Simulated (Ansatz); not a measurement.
Cost and result for the atomization energy of `[SiH3][Ga]([Cl])[Cl]` (7 atoms, 6 bonds).

Total charge 0; spin multiplicity 1. Correlated methods include outer-core shells of Ga, which these sets cover unevenly. Scalar relativity is left out up to krypton. The structure was optimised at the PBE0-D4/def2-TZVP level. Program: Ansatz. Hardware: A = 2 threads of an AMD EPYC 7R13 on a shared host; B = 2 threads of an AMD EPYC 7R13 on a shared host and a share of an NVIDIA H100 80 GB. Times are those of one run each, without the atoms' runs, and a repeat can differ threefold. Electronic energies, without spin–orbit coupling; frozen cores. CCSD(T)/CBS adds CCSD(T) − MP2 in def2-TZVPP to the MP2 limit, and its time is that of the two runs behind it. T1 = 0.012. With those shells the extrapolation isn't a true limit. B3LYP takes the VWN-RPA correlation (the form of Gaussian; ORCA's B3LYP/G). HSE06 is the plane-wave form, built on full-range PBE exchange.

CCSD(T)/CBS is a level of theory with its own doubt, some kJ/mol a heavy atom from the limit and from the frozen cores, so smaller differences don't rank the functionals.

```
                                level  functions  wall time
           LDA (SPW92)/def2-TZVPP [A]        216        2 s
             revPBE-D4/def2-TZVPP [A]        216      2.7 s
  PBE-D4/def2-TZVPP (with forces) [A]        216      3.6 s
               CCSD(T)/def2-TZVPP [B]        216      4.1 s
              BHLYP-D4/def2-TZVPP [A]        216      5.5 s
          CAM-B3LYP-D4/def2-TZVPP [A]        216      5.5 s
              HSE06-D4/def2-TZVPP [A]        216      6.5 s
                 CCSD(T)/def2-SVP [A]        101      6.5 s
B3LYP-D4/def2-TZVPP (with forces) [A]        216      7.5 s
                B2PLYP/def2-TZVPP [A]        216      8.5 s
               CCSD(T)/def2-QZVPP [B]        389       13 s
 ωB97M-V/def2-TZVPP (with forces) [A]        216       17 s
                    CCSD(T)/CBS(def2)          –       17 s
```

Question: What atomization energy does each give, and how far from CCSD(T)/CBS? (An estimate is asked.)

Answer: The calculation gave: 
```
                                level  atomization (kJ/mol)  difference from CCSD(T)/CBS  per bond
           LDA (SPW92)/def2-TZVPP [A]                2161.1                        216.3      36.1
             revPBE-D4/def2-TZVPP [A]                1884.8                        -60.0     -10.0
  PBE-D4/def2-TZVPP (with forces) [A]                1925.8                        -19.0      -3.2
               CCSD(T)/def2-TZVPP [B]                1898.4                        -46.4      -7.7
              BHLYP-D4/def2-TZVPP [A]                1893.4                        -51.4      -8.6
          CAM-B3LYP-D4/def2-TZVPP [A]                1916.4                        -28.4      -4.7
              HSE06-D4/def2-TZVPP [A]                1924.2                        -20.6      -3.4
                 CCSD(T)/def2-SVP [A]                1809.2                       -135.6     -22.6
B3LYP-D4/def2-TZVPP (with forces) [A]                1905.4                        -39.4      -6.6
                B2PLYP/def2-TZVPP [A]                1895.2                        -49.6      -8.3
               CCSD(T)/def2-QZVPP [B]                1930.9                        -13.9      -2.3
 ωB97M-V/def2-TZVPP (with forces) [A]                1935.0                         -9.8      -1.6
                    CCSD(T)/CBS(def2)                1944.8                          0.0       0.0
```

From r2SCAN to r2SCAN0 (25 % exact exchange), in def2-TZVPP and without D4, the atomization energy moves by −20.9 kJ/mol: exact exchange takes away binding that semilocal exchange gives to molecules. Leaving LDA and LC-ωPBE aside and taking each functional with its dispersion term where it has one, the values, not all of them listed here, spread over 85.7 kJ/mol, from BLYP-D4 to B97M-V. LDA lies +254.7 kJ/mol from PBE without D4, its usual overbinding. The D4 term adds +31.8 kJ/mol with B3LYP and +16.8 kJ/mol with PBE0; it sums over pairs of atoms, weighted by their polarisabilities, and B3LYP, whose exchange is more repulsive, gets the larger term.
